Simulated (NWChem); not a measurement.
System: C2H4F2OSi; SMILES C1(F)(OC[SiH2]1)F

```xyz
10

F      0.2076    -1.4258    -1.0756
C      0.0369    -0.6348     0.0000
F      0.2076    -1.4258     1.0756
O     -1.2341    -0.0975     0.0000
C     -1.0410     1.3327     0.0000
Si     0.8547     1.1184     0.0000
H     -1.4974     1.7837    -0.8954
H     -1.4974     1.7837     0.8954
H      1.5948     1.5162    -1.2297
H      1.5948     1.5162     1.2297
```
Atoms are numbered in this order, from 1.

All runs: NWChem. Pople sets run with spherical d functions. Geometry: optimised at PBE0/def2-SVP. Total energies compare along this basis series because the functional is fixed.

| level | basis functions | energy (Ha) | highest occupied level (eV) | orbital gap (eV) | dipole (D) | relative time |
|---|---|---|---|---|---|---|
| PBE0/STO-3G | 38 | -634.3307 | -4.32 | 9.71 | 2.54 | 1 |
| PBE0/3-21G | 66 | -639.0283 | -8.15 | 7.87 | 3.57 | 1 |
| PBE0/6-31G* | 96 | -642.4734 | -8.29 | 7.94 | 3.28 | 4 |
| PBE0/6-31+G* | 120 | -642.4952 | -8.70 | 7.86 | 3.81 | 8 |
| PBE0/6-311G** | 140 | -642.6005 | -8.51 | 7.89 | 3.53 | 7 |
| PBE0/6-311++G** | 168 | -642.6124 | -8.73 | 7.83 | 3.86 | 10 |

Times are rough ratios from one shared machine.
